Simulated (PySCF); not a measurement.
**Sc (scandium, neutral): UHF calculation**

Configuration: [Ar] 3d1 4s2, 2D determinant. All numbers are calculated (PySCF 2.14, no relativity, point nucleus, in aug-cc-pVDZ).

* Total energy: -759.738039 hartree
* One-electron energy: -1040.0724 hartree
* Hartree (Coulomb) energy: 318.3788 hartree
* Exchange energy: -38.0445 hartree
* Kinetic energy: 759.66432 hartree
* ⟨S²⟩: 0.7620
* ⟨L²⟩: 6.052
* Sum of ⟨r⟩: 21.47 bohr
* Sum of ⟨r²⟩: 53.10 bohr²
* Traceless quadrupole moment −½Σ⟨3z² − r²⟩ along its main axis: 0.187 e·bohr²
* Density at the nucleus (Gaussians lack the cusp): 6140 bohr⁻³
* Spin density at the nucleus: 0.131 bohr⁻³
* Langevin diamagnetic susceptibility: -42.1 ×10⁻⁶ cm³/mol
* Time after the integrals: 0.43 s of wall time on 1 thread of Neoverse-V1 (shared host)

```tsv
shell	electrons	mean orbital energy (eV)	spread (eV)	rms radius, mean of both spins (bohr)
1s α	1	-4514.6	0	0.0852
1s β	1	-4514.6	0	0.0852
2s α	1	-519.55	0	0.373
2s β	1	-519.20	0	0.373
2p α	3	-426.70	0.078	0.341
2p β	3	-426.35	0.501	0.341
3s α	1	-70.662	0	1.16
3s β	1	-69.175	0	1.16
3p α	3	-43.825	0.985	1.28
3p β	3	-41.960	1.457	1.28
3d α	1	-9.558	0	1.90
4s α	1	-5.886	0	4.25
4s β	1	-5.571	0	4.25
```
